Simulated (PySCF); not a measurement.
Molecule (SMILES): BN (BH2-NH2).
Geometry (B3LYP-D3(BJ)/def2-TZVP, fixed):
```xyz
6

B     -0.7766     0.0323    -0.0041
N      0.6098    -0.0254     0.0032
H     -1.3984    -0.9854    -0.0254
H     -1.3119     1.0982     0.0110
H      1.1972     0.7922     0.0209
H      1.1274    -0.8889    -0.0085
```
Charge 0, spin multiplicity 1.

Basis-set convergence of the isotropic shielding of B1 at PBE0 with PySCF. GIAO, no density fitting; atoms are numbered in the order shown. All functions are spherical. Core-valence sets carry the plain set on hydrogen. No added dispersion term, no relativity. Reference: the value in pcseg-3, 59.68 ppm, itself unsure by roughly 0.35 ppm (its distance from pcSseg-2). Deviations are taken from unrounded values. Cost is core time over that of aug-pcseg-1, rough, on shared machines of one kind; a dash marks a row that isn't timed (too short, read off another run, short of memory, by another algorithm or on other hardware).

| basis | functions | isotropic shielding of B1 (ppm) | minus reference (ppm) | cost |
|---|---|---|---|---|
| STO-3G | 14 | 89.56 | 29.88 | - |
| 6-31G | 26 | 81.82 | 22.14 | - |
| pcSseg-0 | 26 | 66.92 | 7.24 | - |
| def2-SV(P) | 36 | 76.19 | 16.51 | - |
| pcseg-1 | 48 | 71.18 | 11.50 | - |
| 6-311G** | 60 | 67.06 | 7.38 | 0.7× |
| def2-SVPD | 72 | 70.50 | 10.82 | 0.8× |
| aug-pcseg-1 | 82 | 68.66 | 8.98 | 1× |
| def2-TZVPD | 110 | 64.63 | 4.95 | 3× |
| cc-pVTZ | 116 | 66.21 | 6.53 | 3× |
| pcseg-2 | 116 | 61.85 | 2.17 | 3× |
| pcSseg-2 | 128 | 59.33 | -0.35 | 4× |
| cc-pCVTZ | 142 | 61.74 | 2.06 | 4× |
| def2-TZVPPD | 142 | 64.53 | 4.85 | 4× |
| 6-311++G(3df,3pd) | 150 | 64.52 | 4.84 | 5× |
| def2-QZVPP | 234 | 61.76 | 2.08 | 30× |
| pcseg-3 | 252 | 59.68 | 0.00 | 30× |
| def2-QZVPPD | 258 | 61.81 | 2.13 | 40× |
